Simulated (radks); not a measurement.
The numbers below are computed, except where a source is named.
Problem. Tm55+, 14 electrons, occupied as [Ne] 3s2 3p2. Code: a radial shooting solver on a logarithmic mesh with Libxc functionals. Model: scalar-relativistic Kohn-Sham, PBE, spin-polarised, spherical densities, finite nucleus; open shells are filled with parallel spins first (spin-orbit coupling, left out, can overturn this in heavy ions); Fermi nuclear charge, rms radius 5.2256 fm. Some entries of the table are withheld. Estimate them.

orbital  occ.  eigenvalue (eV)  r(max) (bohr)
1s up       1        -63489.24        0.01261
1s down     1        -63482.23        0.01261
2s up       1        -14022.23        0.07144
2s down     1        -14016.89        0.07145
2p up       3        -12888.47        0.05806
2p down     3        -12881.03        0.05809
3s up       1        -5652.436            (1)
3s down     1        -5627.239            (2)
3p up       2        -5312.624         0.1865
3p down     0        -5287.606         0.1864

Solution. 
(1) 3s up r(max) (bohr): 0.1919
(2) 3s down r(max) (bohr): 0.1919
